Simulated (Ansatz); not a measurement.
Basis sets compared for the cluster Te₄Pt. Charge 0, multiplicity 1. Geometry B3LYP-D4/def2-SVP. Ansatz on 4 threads of Arm Neoverse V1 on a shared host; times are rough, and most runs start from earlier orbitals.

```
atom   x (Å)   y (Å)   z (Å)
 Pt1   0.367  -1.323  -0.320
 Te2  -1.744   1.402   0.713
 Te3   1.060   1.055   0.224
 Te4   1.607   0.094  -2.290
 Te5  -1.290  -1.228   1.675
```

In the def2 sets Pt, Te take a core potential; there is no spin–orbit coupling. The restricted singlet is unstable towards broken spin symmetry in Hartree–Fock (as tested in another run); at PBE-D4/def2-SVP, PBE-D4/def2-TZVP, PBE0-D4/def2-SVP, PBE0-D4/def2-TZVP this wasn't settled. No other spin state of charge 0 was run. Another isomer (singlet) lies 0.08 eV lower at PBE0-D4/def2-TZVP; other spin states weren't run for this one.

Binding counts from free atoms (Pt triplet, Te triplet) in the same basis, without a counterpoise term.

```csv
level,functions,energy (Eh),HOMO (eV),LUMO (eV),binding per atom (eV),wall time
PBE-D4/def2-SVP,136,-1191.6073,-4.80,-4.38,2.49,2.4 s
PBE0-D4/def2-SVP,136,-1191.5992,-5.73,-3.89,2.20,4.2 s
```

**Question.** Estimate the rows for PBE-D4/def2-TZVP (with forces), PBE0-D4/def2-TZVP.

**Answer.** 
```tsv
level	functions	energy (Eh)	HOMO (eV)	LUMO (eV)	binding per atom (eV)	wall time
PBE-D4/def2-TZVP (with forces)	240	-1191.6695	-4.83	-4.38	2.59	4.9 s
PBE0-D4/def2-TZVP	240	-1191.6603	-5.73	-3.84	2.32	11 s
```
